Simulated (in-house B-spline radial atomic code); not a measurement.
Settings and results of a run for the rubidium ion Rb¹⁷⁺. Level of theory: scalar-relativistic (X2C) BP86, spin-polarised, spherical fractional occupations, Fermi nucleus of rms radius 4.2036 fm; calculated with a B-spline radial code for spherical atoms.

Command:
```bash
python run_scf.py task.json out
```
Settings (nuclear radius in fm, mass in u):
```
Z                37
configuration    [Ar] 3d2
hamiltonian      x2c
method           b88,p86
spin_polarised   True
nucleus          fermi
rms_radius       4.2036
atomic_mass      84.91179
speed_of_light   137.035999084
```

Output (hartree, bohr):
```
 radial grid: 60 intervals, B-splines of order 8, outer radius 3.8983 bohr

 iter        energy (Eh)    residual
    1       -2813.081157    1.84e+00
    2       -2829.204693    3.93e-01
    3       -2830.039017    1.46e-01
    4       -2830.164855    5.50e-02
    5       -2830.185179    1.36e-02
    6       -2830.186437    1.64e-04
    7       -2830.186437    5.31e-06
    8       -2830.186437    1.07e-07

 total energy                     -2830.18644
 kinetic                            2916.1601
 electron-nucleus                  -6385.8263
 Hartree                             721.8911
 exchange-correlation                -82.4113

 orbital      occ     eigenvalue          <r>       <r^2>       <1/r>       r_max
 1s up      1.000      -574.0168    0.0398556  0.00215181     38.8631     0.02577
 1s down    1.000      -574.0160    0.0398552  0.00215175     38.8633     0.02577
 2s up      1.000       -95.8897      0.17668   0.0368161     8.64064      0.1493
 2s down    1.000       -95.7429       0.1765   0.0367404     8.65112      0.1492
 2p up      3.000       -87.5889     0.154205   0.0290422     8.28264      0.1193
 2p down    3.000       -87.4793     0.154006   0.0289636     8.29147      0.1192
 3s up      1.000       -29.8126     0.465011    0.246338     3.16142      0.4284
 3s down    1.000       -29.6245     0.466141    0.247507     3.14943       0.429
 3p up      3.000       -27.1276     0.459027     0.24328     3.01577      0.4177
 3p down    3.000       -26.9344     0.460417    0.244721     3.00338      0.4184
 3d up      2.000       -23.0610     0.422206    0.208423     2.83975      0.3478
```

Time taken, with all properties: 0.27 s on 1 thread of Arm Neoverse N1, with other jobs on the host.

One-electron X2C: radii and densities carry no picture-change correction, so inner-shell <1/r> comes out high (for 1s by about 2 % at Z = 33, 5 % at 54, 10 % at 75, 30 % at 118) and <r> low.
